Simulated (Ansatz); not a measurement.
C$_{2}$H$_{9}$AsGa, doublet, geometry from GFN2-xTB (such geometries of metal compounds can be far from the true shape) (the spin is typed, not shown lowest); PBE0/6-31G* (Ansatz, an electronic-structure program).

Here is a job for Ansatz.
Ansatz 0.2 input:
```yaml
crystal:
  periodic: [false, false, false]
  atoms:
    - {symbol: Ga, position_ang: [0.39106164, 1.00462796, 0.13082195]}
    - {symbol: C, position_ang: [1.88354371, 2.52652049, -0.17079865]}
    - {symbol: H, position_ang: [2.55721138, 2.30224737, -1.00119089]}
    - {symbol: H, position_ang: [2.47426400, 2.63011515, 0.74291580]}
    - {symbol: H, position_ang: [1.38547649, 3.47834264, -0.37007696]}
    - {symbol: C, position_ang: [-0.93832052, 1.31445060, 1.77721844]}
    - {symbol: H, position_ang: [-1.69208569, 0.52517651, 1.83145206]}
    - {symbol: H, position_ang: [-1.44486430, 2.27641312, 1.67222892]}
    - {symbol: H, position_ang: [-0.37496143, 1.32522534, 2.71352066]}
    - {symbol: As, position_ang: [-0.62239857, -1.79990199, -0.55312985]}
    - {symbol: H, position_ang: [-0.03070319, -2.01507957, 0.80531710]}
    - {symbol: H, position_ang: [0.72584870, -2.00471753, -1.17437864]}
    - {symbol: H, position_ang: [-0.85528345, -3.31025102, -0.66050197]}
basis:
  gaussian:
    orbitals: 6-31G*
hamiltonian:
  xc: pbe0
magnetization: {spin_polarized: true, initial_magnetization: 1}
accuracy: high
```

Output, abridged:

```
Functional definition: PBE0
2530 factors; integrals over basis functions are off by at most 1.7e-8 eV
mean field evaluation 1: about -115397.5387 eV, gradient 4.2e1 eV
mean field evaluation 2: about -115391.8186 eV, gradient 5.1e1 eV
mean field evaluation 4: about -115405.7775 eV, gradient 2.5e0 eV
mean field evaluation 8: about -115405.9765 eV, gradient 1.5e-1 eV
mean field evaluation 16: about -115405.9767 eV, gradient 5.7e-4 eV
mean field -115405.97665858 eV, -4241.0914172223 hartree, gradient 3.0e-8 eV, S^2 0.754807; 0 other end points of the search recorded, 0 dependent functions left out
reference -115405.97666224 eV, -4241.0914173567 hartree; 43, 42 occupied and 75, 76 virtual orbitals, 2530 factors
Total energy: -115405.97666224 eV, -4241.0914173567 hartree
```
